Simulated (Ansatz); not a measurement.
Relaxation of CH5BFSi (9 atoms, charge 1, multiplicity 1), to a largest force component of 0.015 eV/Å in at most 40 steps.

All numbers below come from RKS r2SCANh-D4/def2-SVP in Ansatz 0.2.0.

```xyz
9
Properties=species:S:1:pos:R:3
F -1.070 1.368 -0.984
B -0.256 1.435 0.027
C 0.386 0.053 0.563
Si -0.046 -1.434 -0.479
H -0.025 2.471 0.512
H 0.042 -0.073 1.598
H 1.471 0.191 0.645
H -1.256 -2.213 -0.237
H 0.753 -1.799 -1.645
```

Question: Where does it end, and by what steps?

Answer: The forces met the threshold. Limits of this set-up: the dipole of an ion depends on the origin. After 13 steps the energy has fallen by 0.365 eV; F1 moved furthest, 0.73 Å. Joined: F1–Si4, B2–Si4.

| step | energy less start (eV) | largest force component (eV/Å) | accepted |
| --- | --- | --- | --- |
| 0 | 0.0000 | 1.345 | yes |
| 1 | -0.0726 | 0.480 | yes |
| 2 | -0.0898 | 0.156 | yes |
| 3 | -0.0949 | 0.212 | yes |
| 4 | -0.1071 | 0.284 | yes |
| 5 | -0.1199 | 0.242 | yes |
| 6 | -0.1855 | 0.484 | yes |
| 7 | -0.2925 | 0.720 | yes |
| 8 | -0.2353 | 1.451 | no |
| 9 | -0.3291 | 0.972 | yes |
| 10 | -0.3560 | 0.361 | yes |
| 11 | -0.3636 | 0.153 | yes |
| 12 | -0.3640 | 0.130 | yes |
| 13 | -0.3648 | 0.007 | yes |

```xyz
9
Properties=species:S:1:pos:R:3
F -0.865 0.670 -1.043
B -0.180 1.247 0.088
C 0.522 0.030 0.748
Si -0.180 -1.085 -0.554
H -0.306 2.420 0.234
H 0.188 -0.142 1.786
H 1.620 0.136 0.778
H -1.420 -1.836 -0.300
H 0.619 -1.441 -1.738
```

Whether the end is a true minimum wasn't checked by a vibrational analysis.

The run took 69 s on 2 threads of Arm Neoverse N1 (shared host), peak memory 0.18 GiB.
